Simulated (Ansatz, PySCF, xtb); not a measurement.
Dissociation curve of Co(CO)4(H), SMILES [O+]#[C-]->[CoH](<-[C-]#[O+])(<-[C-]#[O+])<-[C-]#[O+] (C₄HCoO₄). The Co1–H10 bond (Co1 also carries C, C, C, C; H10 carries nothing else) is varied alone, starting from the PBE0/def2-SVP optimised geometry.

Computed with: GFN1-xTB (xtb); UKS-CAM-B3LYP = unrestricted CAM-B3LYP/def2-SVP run with Ansatz (a quantum-chemistry and plane-wave program); UKS-B3LYP/LANL2DZ = unrestricted B3LYP/LANL2DZ, with its core potentials past Ne run with PySCF; RKS-PBE = restricted PBE/def2-SVP run with Ansatz; UKS-B3LYP/6-31G* = unrestricted B3LYP/6-31G*, spherical d (PySCF).

Energies are in kJ/mol, each relative to the lowest point of its own curve near equilibrium.

```json
[
 {"R / Å": "1.20", "GFN1-xTB": "78.9", "UKS-CAM-B3LYP": "83.3", "UKS-B3LYP/LANL2DZ": "91.7", "RKS-PBE": "91.3", "UKS-B3LYP/6-31G*": "94.0"},
 {"R / Å": "1.31", "GFN1-xTB": "15.0", "UKS-CAM-B3LYP": "23.8", "UKS-B3LYP/LANL2DZ": "29.7", "RKS-PBE": "28.2", "UKS-B3LYP/6-31G*": "29.6"},
 {"R / Å": "1.38", "GFN1-xTB": "1.8", "UKS-CAM-B3LYP": "6.5", "UKS-B3LYP/LANL2DZ": "10.0", "RKS-PBE": "9.0", "UKS-B3LYP/6-31G*": "9.6"},
 {"R / Å": "1.44", "GFN1-xTB": "0.0", "UKS-CAM-B3LYP": "0.6", "UKS-B3LYP/LANL2DZ": "1.8", "RKS-PBE": "1.4", "UKS-B3LYP/6-31G*": "1.5"},
 {"R / Å": "1.47", "GFN1-xTB": "1.3", "UKS-CAM-B3LYP": "0.0", "UKS-B3LYP/LANL2DZ": "0.0", "RKS-PBE": "0.0", "UKS-B3LYP/6-31G*": "0.0"},
 {"R / Å": "1.52", "GFN1-xTB": "5.9", "UKS-CAM-B3LYP": "1.9", "UKS-B3LYP/LANL2DZ": "0.0", "RKS-PBE": "0.6", "UKS-B3LYP/6-31G*": "0.5"},
 {"R / Å": "1.58", "GFN1-xTB": "14.4", "UKS-CAM-B3LYP": "8.1", "UKS-B3LYP/LANL2DZ": "3.9", "RKS-PBE": "5.2", "UKS-B3LYP/6-31G*": "5.0"},
 {"R / Å": "1.66", "GFN1-xTB": "29.1", "UKS-CAM-B3LYP": "21.2", "UKS-B3LYP/LANL2DZ": "14.2", "RKS-PBE": "16.4", "UKS-B3LYP/6-31G*": "16.2"},
 {"R / Å": "1.78", "GFN1-xTB": "55.0", "UKS-CAM-B3LYP": "47.9", "UKS-B3LYP/LANL2DZ": "37.1", "RKS-PBE": "40.0", "UKS-B3LYP/6-31G*": "40.1"},
 {"R / Å": "1.96", "GFN1-xTB": "96.7", "UKS-CAM-B3LYP": "96.1", "UKS-B3LYP/LANL2DZ": "80.2", "RKS-PBE": "83.4", "UKS-B3LYP/6-31G*": "83.8"},
 {"R / Å": "2.13", "GFN1-xTB": "136.1", "UKS-CAM-B3LYP": "144.2", "UKS-B3LYP/LANL2DZ": "124.0", "RKS-PBE": "126.6", "UKS-B3LYP/6-31G*": "127.4"},
 {"R / Å": "2.43", "GFN1-xTB": "202.9", "UKS-CAM-B3LYP": "204.4", "UKS-B3LYP/LANL2DZ": "184.0", "RKS-PBE": "197.7", "UKS-B3LYP/6-31G*": "192.2"},
 {"R / Å": "2.71", "GFN1-xTB": "259.2", "UKS-CAM-B3LYP": "233.8", "UKS-B3LYP/LANL2DZ": "213.7", "RKS-PBE": "253.4", "UKS-B3LYP/6-31G*": "225.3"},
 {"R / Å": "3.09", "GFN1-xTB": "321.3", "UKS-CAM-B3LYP": "252.4", "UKS-B3LYP/LANL2DZ": "232.3", "RKS-PBE": "311.5", "UKS-B3LYP/6-31G*": "245.9"},
 {"R / Å": "3.60", "GFN1-xTB": "377.3", "UKS-CAM-B3LYP": "261.5", "UKS-B3LYP/LANL2DZ": "241.5", "RKS-PBE": "362.7", "UKS-B3LYP/6-31G*": "255.3"},
 {"R / Å": "4.31", "GFN1-xTB": "415.6", "UKS-CAM-B3LYP": "264.8", "UKS-B3LYP/LANL2DZ": "245.6", "RKS-PBE": "399.8", "UKS-B3LYP/6-31G*": "258.6"}
]
```

At the longest distance, 4.31 Å, GFN1-xTB lies highest above its minimum (415.6 kJ/mol) and UKS-B3LYP/LANL2DZ lowest (245.6 kJ/mol).

The unrestricted determinant behind UKS-CAM-B3LYP is spin-contaminated at 2.13 to 4.31 Å (<S²> up to 1.0, against 0.00 for a pure singlet). The unrestricted determinant behind UKS-B3LYP/LANL2DZ, UKS-B3LYP/6-31G* is spin-contaminated at 2.43 to 4.31 Å (<S²> up to 1.0, against 0.00 for a pure singlet). The restricted form behind RKS-PBE keeps the bonding electrons paired and can't separate into open-shell fragments.
